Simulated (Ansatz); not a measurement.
`C[CH](C)[Sn][Cl]` + `O[SiH]([SiH3])S` → `CO[SiH]([SiH3])S` + `C[CH2][Sn][Cl]`  (substitution at a C–C bond)

Computed with Ansatz on PBE0-D4/def2-TZVP structures; ΔE is electronic, products minus reactants. CCSD(T)/CBS is the MP2 limit (def2-TZVPP, def2-QZVPP) plus CCSD(T) − MP2 in def2-TZVPP, frozen cores. DFT in def2-TZVPP. def2 core potentials past Kr. For Sn outer-core shells are correlated without core-valence functions, which leaves a few kJ/mol of doubt a bond. One conformer a species, not always the lowest.

CCSD(T)/CBS gives +48.5 kJ/mol.

Q: Another level gave +37.9 kJ/mol. Which?
A. r2SCAN0-D4/def2-TZVPP
B. BHLYP-D4/def2-TZVPP
C. BLYP/def2-TZVPP
D. LDA (SPW92)/def2-TZVPP

A: B. BHLYP-D4 37.9, r2SCAN0-D4 43.8, BLYP 31.8, LDA (SPW92) 47.8 kJ/mol.

Largest T1 diagnostic among the species: 0.013.

At CCSD(T), def2-SVP lies −9.9 kJ/mol from the extrapolated value and def2-TZVPP −2.9 kJ/mol. Leaving LDA and LC-ωPBE aside and taking each functional with its dispersion term where it has one, the values, not all of them listed here, spread over 9.3 kJ/mol, from BLYP-D4 to PBE-QIDH. LDA lies +7.1 kJ/mol from PBE without D4.
